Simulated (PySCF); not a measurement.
## A series of derivatives of H3SiCF3

Parent skeleton `[F:1][C:2]([F:3])([F:4])[SiH3:5]`; one hydrogen on atom 5 is replaced by X. Hydrogens on one atom are averaged.

Non-relativistic, averaged over atoms made equivalent by symmetry, fast rotation or ring inversion, no solvent, a single conformation. GFN2-xTB geometry; NMR shieldings at PBE0/pcSseg-1/GIAO; PySCF 2.14.0 with density-fitted response routines.

δ = σ(ref) − σ, references computed at the same level: ¹⁹F (σ = 170.95 ppm) vs CFCl3; ¹³C (σ = 186.93 ppm) and ²⁹Si (σ = 349.16 ppm) and ¹H (σ = 31.72 ppm) vs TMS.

Parent (X = H): F1/F3/F4 -66.1, C2 139.9, Si5 -71.1, H(Si5) 4.06 ppm. Effects are Δδ = δ(X) − δ(H), positive for deshielding.

**Question.** Give Δδ (ppm) for X = N(SiH3)2, OiPr, nPr, OC2H5.

**Answer.** 
```tsv
X	SMILES	F1/F3/F4	C2	Si5	H(Si5)
N(SiH3)2	FC(F)(F)[SiH2]N([SiH3])[SiH3]	-7.8	-1.3	+29.7	+0.77
OiPr	CC(C)O[SiH2]C(F)(F)F	-12.9	-2.7	+28.8	+0.78
nPr	CCC[SiH2]C(F)(F)F	-4.8	+0.6	+29.9	+0.19
OC2H5	CCO[SiH2]C(F)(F)F	-10.4	-1.1	+30.5	+0.83
```

**Question.** Which position responds most, and to which substituents?

**Answer.** F1/F3/F4: from -12.9 ppm with OiPr to -4.8 ppm with nPr.

Unscaled 19F shifts against computed CFCl3 carry errors that often reach 10 to 50 ppm.
